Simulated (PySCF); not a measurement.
Below is a simulated gas-phase C 1s photoelectron spectrum of `C1(=C[C@H]1F)Br`.

Every computed line was given a Gaussian of 0.4 eV full width at half maximum and an area set by the number of equivalent atoms; the highest printed point is 100. Computed, not measured: delta-SCF UKS SCAN, pcX-2 on the ionised atom, pcseg-1 elsewhere, spin-free X2C (PySCF 2.14.0).

| binding energy (eV) | intensity |
| --- | --- |
| 290.8 | 1 |
| 290.9 | 4 |
| 291.0 | 15 |
| 291.1 | 39 |
| 291.2 | 75 |
| 291.3 | 100 |
| 291.4 | 95 |
| 291.5 | 63 |
| 291.6 | 30 |
| 291.7 | 10 |
| 291.8 | 3 |
| 291.9 | 3 |
| 292.0 | 11 |
| 292.1 | 31 |
| 292.2 | 65 |
| 292.3 | 96 |
| 292.4 | 99 |
| 292.5 | 73 |
| 292.6 | 38 |
| 292.7 | 14 |
| 292.8 | 4 |
| 292.9 | 1 |
| 293.0 | 0 |
| 293.1 | 1 |
| 293.2 | 3 |
| 293.3 | 13 |
| 293.4 | 36 |
| 293.5 | 71 |
| 293.6 | 99 |
| 293.7 | 97 |
| 293.8 | 67 |
| 293.9 | 33 |
| 294.0 | 11 |
| 294.1 | 3 |
| 294.2 | 0 |

Count the maxima, the lines and the sites behind this envelope.

The curve has 3 maxima (at 291.3, 292.4 and 293.6 eV). Under it lie 3 lines from 3 inequivalent carbon sites.

Decompose the envelope and assign each component. Numbering: `[F:1][C@@H:2]1[CH:3]=[C:4]1[Br:5]`.

| position (eV) | relative area | line | atoms | environment |
| --- | --- | --- | --- | --- |
| 291.33 | 1 | C 1s | C3 | alkene CH carbon |
| 292.36 | 1 | C 1s | C4 | fully substituted alkene carbon |
| 293.64 | 1 | C 1s | C2 | sp3 C–F carbon |

What are the centre and the root-mean-square width of the whole band?

The area-weighted mean of the lines is 292.45 eV. Their own spread about it is 0.95 eV (rms) and each Gaussian has σ = 0.4/2.355 = 0.17 eV; the variances add, which gives 0.96 eV.

Lowest listed C 1s: C3, bonded to C (double bond), C and H. Highest, 2.31 eV above it: C2, bonded to F, 2 C and H. The widest gap between neighbouring values is 1.28 eV, between 292.36 and 293.64 eV. Summing the Pauling electronegativity differences to the bonded atoms, each weighted by its formal bond order, gives -0.35 for the lowest site and +1.08 for the highest; no listed site has a larger sum than the highest.

Shake-up satellites, vibrational structure and lifetime widths aren't simulated. Geometry: PBE0-D3(BJ)/def2-SVP; no solvent, vibrations or thermal averaging.
